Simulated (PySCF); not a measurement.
## Steps of a relaxation of La(OH)3

La(OH)3 (singlet). PySCF 2.14.0, RKS PBE0, La def2-SVP with ECP46, O def2-SVP, H def2-SVP; non-relativistic Hamiltonian with scalar-relativistic core potentials where named; density fitting; no spin-orbit coupling. Origin of the start: template. Columns: position (Å) and force (eV/Å). Energies are counted from the last step; some of the 8 steps are shown. Forces carry noise of the integration grid, about 0.01 to 0.03 eV/Å.

Run from Python with OMP_NUM_THREADS=2. Where DIIS fails, smearing, a level shift and second-order steps follow.
It took 64 s on 2 threads of Intel(R) Xeon(R) Processor @ 2.50GHz (Skylake/Cascade Lake) (shared host), from the converged density of the start.

```xyz
7
step 0  E = 0.238 eV
La    0.0000    0.0000   -0.0056    -0.01    0.00   -0.44
O     2.2528    0.0000   -0.0056    -0.74    0.00    0.47
H     3.1528    0.0000    0.3444    -0.33    0.00   -0.32
O    -1.1264    1.9510   -0.0056     0.38   -0.64    0.47
H    -1.5764    2.7304    0.3444     0.16   -0.29   -0.32
O    -1.1264   -1.9510   -0.0056     0.38    0.64    0.47
H    -1.5764   -2.7304    0.3444     0.16    0.29   -0.32
```

```xyz
7
step 2  E = 0.040 eV
La    0.0000    0.0000   -0.1774     0.01    0.00   -0.40
O     2.1677    0.0000    0.0351     0.16    0.00    0.23
H     3.0677    0.0000    0.3610     0.08    0.00   -0.09
O    -1.0838    1.8773    0.0351    -0.08    0.14    0.23
H    -1.5338    2.6567    0.3610    -0.04    0.07   -0.09
O    -1.0838   -1.8773    0.0351    -0.08   -0.14    0.23
H    -1.5338   -2.6567    0.3610    -0.04   -0.07   -0.09
```

```xyz
7
step 5  E = 0.000 eV
La    0.0000    0.0000   -0.3720     0.00    0.00   -0.02
O     2.1389    0.0000    0.0614     0.00    0.00    0.02
H     3.0347    0.0000    0.3996     0.00    0.00   -0.01
O    -1.0695    1.8524    0.0614     0.00    0.00    0.01
H    -1.5173    2.6281    0.3996     0.00    0.00   -0.01
O    -1.0695   -1.8524    0.0614     0.00    0.00    0.01
H    -1.5174   -2.6281    0.3996     0.00    0.00   -0.01
```

Task: Where does the relaxation end?

Result: It converges at step 7 in C3v:
```xyz
7
step 7  E = 0
La    0.0000    0.0000   -0.3845
O     2.1357    0.0000    0.0635
H     3.0313    0.0000    0.4017
O    -1.0678    1.8495    0.0635
H    -1.5157    2.6252    0.4017
O    -1.0678   -1.8495    0.0635
H    -1.5157   -2.6252    0.4017
```

Task: How did the contacts change?

Result: 
| contact | start (Å) | end (Å) |
| --- | --- | --- |
| La1–O2 (OH) | 2.253 | 2.182 |
| La1–O4 (OH) | 2.253 | 2.182 |
| La1–O6 (OH) | 2.253 | 2.182 |
